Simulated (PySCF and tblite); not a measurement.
Values are calculated unless marked as measured or tabulated.
C₄H₅ClOS, numbered as in [O:1]=[S@:2]1[CH2:3][CH2:4][CH:5]=[C:6]1[Cl:7].

The ensemble was built from 60 distance-geometry starts (ETKDG and KDG, MMFF94s, GFN2-xTB) and rests on GFN2-xTB geometries. Energies: PBE0-D3(BJ)/def2-SVP (IEF-PCM, dimethylsulfoxide), with GFN2-xTB thermal terms (modes under about 200 cm⁻¹ blended into free rotors). Symmetry numbers and mirror images are counted. Conformers within 1.5 kcal/mol (GFN2-xTB free energy) were kept, 10 at most. GIAO shieldings: KT3/pcSseg-1 (IEF-PCM, dimethylsulfoxide). Shifts are against TMS (¹H), TMS (¹³C) at the same level; of two unlike H on one atom, a is the less shielded. Programs: PySCF with density fitting and tblite.

The 5-ring runs over atoms 2–3–4–5–6.

| conformer | shape | symmetry | E(GFN2) kcal/mol | E(DFT) kcal/mol |
| --- | --- | --- | --- | --- |
| 1 | 5-ring envelope (ring torsions 30, -18, -3, 18, -27°) | C1 | 0.00 | 0.00 |
| 2 | 5-ring envelope (ring torsions -25, 16, 1, -14, 22°) | C1 | 0.61 | 0.37 |

Q: How much do the weights at 298.15 K and the averaged shift of H3a depend on how the conformers are weighted?

A: 
| weighting | 1 (%) | 2 (%) | δ (ppm) | rms dipole (D) |
| --- | --- | --- | --- | --- |
| DFT energy with thermal terms, symmetry and mirror images (full scheme) | 63 | 37 | 3.47 | 5.95 |
| DFT energy with symmetry and mirror images | 65 | 35 | 3.45 | 5.93 |
| bare DFT energy | 65 | 35 | 3.45 | 5.93 |
| GFN2-xTB energy with symmetry and mirror images | 74 | 26 | 3.34 | 5.88 |
| GFN2-xTB free energy | 72 | 28 | 3.36 | 5.89 |
| leading conformer alone | 100 | 0 | 3.02 | 5.72 |
| equal weights | 50 | 50 | 3.63 | 6.03 |
| full scheme, search stopped after three starts | 100 | 0 | 3.02 | 5.72 |

The largest departure from the full scheme, 0.45 ppm, comes with: leading conformer alone.


Conformer gaps in def2-SVP on xTB geometries can be 2 kcal/mol too large for S=O, P=O and other polar bonds.